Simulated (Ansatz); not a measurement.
CH₉AlBNSi (`[BH2][AlH][N](C)[SiH3]`) at its PBE0-D4/def2-TZVP geometry, where that method's forces vanish. Charge 0, multiplicity 1.

```xyz
14

B     1.8606    1.0542   -1.9456
Al    0.0892   -0.0241   -1.4715
N    -0.3471   -0.2046    0.2562
C     0.5025    0.3724    1.2948
Si   -1.7481   -1.0354    0.8329
H     2.9353    0.5310   -2.0535
H     1.8684    2.2377   -2.1456
H    -0.8882   -0.6864   -2.5356
H    -0.0350    1.1135    1.8988
H     0.8898   -0.3925    1.9788
H     1.3696    0.8815    0.8599
H    -2.6212   -0.1248    1.6303
H    -2.5048   -1.5574   -0.3321
H    -1.3709   -2.1651    1.7322
```

Q: What forces (eV/Å) does r2SCAN-D4/def2-TZVPP give on these atoms in Ansatz? (Estimate.)

A: Ansatz gave: 
```
B1  -0.010 -0.007  0.012
Al2  0.021  0.010 -0.089
N3  -0.114 -0.079 -0.160
C4   0.149  0.101  0.192
Si5 -0.079 -0.046  0.026
H6  -0.021  0.031 -0.003
H7   0.019 -0.032  0.000
H8   0.014  0.009  0.014
H9   0.002 -0.006 -0.001
H10 -0.004  0.004 -0.002
H11  0.000  0.000  0.000
H12  0.017 -0.019 -0.012
H13  0.015  0.011  0.035
H14 -0.007  0.023 -0.013
```
